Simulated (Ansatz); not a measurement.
Geometry optimisation, Ansatz, RKS PBE/6-31G.

Input file:

```yaml
crystal:
  periodic: [false, false, false]
  atoms:
    - { symbol: Al, position_ang: [-0.4483, 2.078, -0.0075] }
    - { symbol: B, position_ang: [0.3103, 0.4449, 0.8917] }
    - { symbol: O, position_ang: [1.2113, -0.4167, 0.1533] }
    - { symbol: Si, position_ang: [0.3691, -1.7028, -0.4568] }
    - { symbol: H, position_ang: [-0.1689, 2.4211, -1.5701] }
    - { symbol: H, position_ang: [-1.4553, 3.1127, 0.8056] }
    - { symbol: H, position_ang: [0.1295, 0.2593, 2.0438] }
    - { symbol: H, position_ang: [-0.3126, -2.4273, 0.6426] }
    - { symbol: H, position_ang: [-0.7223, -1.1798, -1.3368] }
    - { symbol: H, position_ang: [1.1704, -2.6405, -1.1628] }
basis:
  gaussian: { orbitals: "6-31G" }
hamiltonian:
  xc: pbe
relax:
  f_tol: 0.015
  max_steps: 40
```

Launched with:

```bash
$ ansatz run input.yaml --threads 1 --pin off --max-ram 2048MiB --backend cpu --events-out ev --progress --plain --runs-dir out
```

Problem. Where does it end, and by what steps?

Solution. The forces met the threshold. Limits of this set-up: no polarisation functions. After 22 steps the energy has fallen by 1.270 eV; H7 moved furthest, 1.27 Å.

```
step  energy less start (eV)  largest force component (eV/Å)  accepted
   0                  0.0000                           2.868       yes
   1                 -0.5318                           1.878       yes
   2                 -0.7319                           0.858       yes
   3                 -0.8703                           0.584       yes
   4                 -0.9668                           1.024       yes
   5                 -1.0387                           0.381       yes
   6                 -1.0932                           0.145       yes
   7                 -1.1019                           0.301       yes
   8                 -1.1289                           0.480       yes
   9                 -1.1652                           0.344       yes
  10                 -1.1996                           0.435       yes
  11                 -1.2187                           0.554       yes
  12                 -1.2419                           0.170       yes
  13                 -1.2550                           0.147       yes
  14                 -1.2639                           0.116       yes
  15                 -1.2666                           0.110       yes
  16                 -1.2682                           0.035       yes
  17                 -1.2688                           0.044       yes
  18                 -1.2694                           0.053       yes
  19                 -1.2697                           0.027       yes
  20                 -1.2700                           0.022       yes
  21                 -1.2701                           0.017       yes
  22                 -1.2702                           0.012       yes
```

```xyz
10
Properties=species:S:1:pos:R:3
Al -0.494 1.960 -0.126
B 0.612 0.559 1.103
O 0.750 -0.800 0.876
Si 0.101 -1.789 -0.436
H 0.211 2.831 -1.314
H -2.055 2.347 0.163
H 1.185 0.958 2.098
H -0.780 -2.854 0.166
H -0.705 -0.865 -1.342
H 1.258 -2.400 -1.185
```

Time of the run: 60 s on 1 thread of Arm Neoverse V2, with other jobs on the host, peak memory 0.15 GiB.
